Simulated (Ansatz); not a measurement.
Start from `CC(C)OC(C)(C)C` and change one atom or group to get `CCC(C)OC(C)(C)C`.

Ansatz, PBE0-D4/def2-TZVP geometries, multiplicity 1. Each molecule was computed in one conformer, which needn't be the lowest.

```json
{"property": "HOMO–LUMO gap (B3LYP/def2-TZVPP) / eV", "`CC(C)OC(C)(C)C`": "7.57"}
{"property": "HOMO energy (ωB97M-V/def2-TZVPP) / eV", "`CC(C)OC(C)(C)C`": "-9.51"}
{"property": "LUMO energy (ωB97M-V/def2-TZVPP) / eV", "`CC(C)OC(C)(C)C`": "2.44"}
{"property": "HOMO energy (PBE/def2-TZVPP) / eV", "`CC(C)OC(C)(C)C`": "-5.54"}
{"property": "LUMO energy (B3LYP/def2-TZVPP) / eV", "`CC(C)OC(C)(C)C`": "0.71"}
{"property": "size of the dipole moment (PBE/def2-TZVPP) / D", "`CC(C)OC(C)(C)C`": "1.12"}
```

(1) What does the change do to each property? (Estimate.)

## Answers

(1) The calculation gave: 
```tsv
property	`CCC(C)OC(C)(C)C`	shift
HOMO–LUMO gap (B3LYP/def2-TZVPP) / eV	7.64	0.07
HOMO energy (ωB97M-V/def2-TZVPP) / eV	-9.52	-0.01
LUMO energy (ωB97M-V/def2-TZVPP) / eV	2.49	0.05
HOMO energy (PBE/def2-TZVPP) / eV	-5.57	-0.03
LUMO energy (B3LYP/def2-TZVPP) / eV	0.76	0.05
size of the dipole moment (PBE/def2-TZVPP) / D	1.04	-0.08
```

Dipoles are sizes alone; their direction can turn.

B3LYP here is the variant with VWN-RPA as its local correlation; programs differ in this.
